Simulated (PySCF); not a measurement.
Species: C2H8ClPPb.
Structure used (PBE0-D3(BJ)/def2-SVP), in Å, numbered top down from 1:
```xyz
13
C2H8ClPPb angstrom
C     -2.0718   -0.4836   -0.3881
C     -0.9010   -0.6256    0.5612
Pb     0.7135    0.8678    0.1109
P      3.0762    0.1631    0.8925
Cl     0.7580    0.8158   -2.3713
H     -1.7476   -0.5453   -1.4379
H     -2.5900    0.4791   -0.2583
H     -2.8132   -1.2815   -0.2137
H     -0.4014   -1.6017    0.4783
H     -1.1724   -0.4632    1.6154
H      0.3641    2.5652    0.4772
H      3.7056    1.0355   -0.0473
H      3.0854   -0.9422   -0.0129
```

Computed with PBE0-D3(BJ)/def2-SVP geometry optimisation, gas phase, def2 core potentials past Kr (PySCF 2.14.0).

Problem. Which atoms are bound to Pb3, and at what distances?

Solution. 4 atoms: H11 1.771 Å, C2 2.245 Å, Cl5 2.483 Å, P4 2.587 Å. The nearest atom not counted as bound is H9, at 2.73 Å.

Problem. List the angles at Pb3.

Solution. 
| angle | degrees | distance of the outer atoms (Å) |
| --- | --- | --- |
| C2–Pb3–H11 | 117.0 | 3.43 |
| C2–Pb3–P4 | 114.5 | 4.07 |
| P4–Pb3–H11 | 112.3 | 3.65 |
| P4–Pb3–Cl5 | 106.3 | 4.06 |
| Cl5–Pb3–H11 | 103.3 | 3.37 |
| C2–Pb3–Cl5 | 101.5 | 3.66 |

Problem. What is the shape at Pb3?

Solution. Distorted tetrahedral: angles from 101.5° to 117.0°; τ4 = (360° − α − β)/141° = 0.91 with α and β the two widest (0 for a square, 1 for a tetrahedron).

Problem. What are the other bond lengths?

Solution. C1–C2 1.514 Å; C1–H6, C1–H7, C1–H8 1.101 Å; C2–H9 1.100 Å; C2–H10 1.101 Å; P4–H12, P4–H13 1.429 Å.

Problem. Give some angles away from the centre.

Solution. C1–C2–Pb3 111.6°.

Problem. What are the rotational constants (commonest isotopes, rigid rotor)?

Solution. A = 1869, B = 1157, C = 855.9 MHz: an asymmetric top.

Point group: C1 (no symmetry element, even within 0.4 Å). Charge 0, singlet. No PBE0-D3(BJ)/def2-SVP frequencies stand behind this structure, so it isn't proved a minimum.

Hardware: one thread of an Arm Neoverse V1, shared host with 32 logical CPUs at a one-minute load of 16. Cost: 99 s wall, 0.57 GiB resident at most. This is the geometry optimisation.

One conformer stands for the species.
